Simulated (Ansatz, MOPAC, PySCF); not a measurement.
Species: CBrF₂, net charge 0, doublet state. SMILES: F[C](F)Br
Geometry: optimised at B3LYP-D3(BJ)/def2-TZVP (Ansatz, a quantum-chemistry and plane-wave program).

Quantity: vertical electron affinity to the singlet, in eV. Terms: LANL2DZ with its own core potentials from Na on; spin-orbit terms left out; six Cartesian d functions in 6-31G* and its kin unless marked 5d; valence correlation only (noble-gas shells and the d and f shells of earlier blocks); open shells spin-unrestricted; no dispersion term unless named; each state is the SCF solution reached for its charge and spin; non-relativistic. First-principles rows: single points at B3LYP-D3(BJ) geometries (Ansatz). Semi-empirical rows: differences of heats of formation at the shared geometry for vertical values. Sets without +, aug- or the D of def2-TZVPD hold no diffuse functions, which anions need.

| level | program | vertical electron affinity to the singlet (eV) |
|---|---|---|
| AM1 | MOPAC | 1.26 |
| PM3 | MOPAC | 1.98 |
| PM6 | MOPAC | 2.45 |
| MNDO | MOPAC | 1.66 |
| HF/6-31G* | Ansatz | -0.96 |
| HF/6-31G* with LANL2DZ past Ar | Ansatz | -0.97 |
| PBE/6-31G* | Ansatz | -0.36 |
| B3LYP/STO-3G | Ansatz | -5.00 |
| B3LYP/6-31G* | Ansatz | -0.15 |
| B3LYP/6-31G* with LANL2DZ past Ar | Ansatz | -0.28 |
| M06-2X/6-31G* with LANL2DZ past Ar (5d) | PySCF | -0.03 |
| MP2/6-31G* | Ansatz | -0.44 |
| MP2/6-31G* with LANL2DZ past Ar | Ansatz | -0.70 |
| PBE/def2-TZVPD | Ansatz | 0.77 |
| B3LYP/def2-TZVPD | Ansatz | 0.85 |
| wB97X-V/def2-TZVPD | Ansatz | 0.70 |

No value to compare with is used here. The 13 habitual levels span -5.00 (B3LYP/STO-3G) to 2.45 eV (PM6); B3LYP/def2-TZVPD gives 0.85.

The levels are drawn from those run, B3LYP/6-31G* more often than the rest, none by its result; left out are runs that failed, that the program found above a lower state of the same kind, or whose <S^2> lies over 0.5 above the pure value.
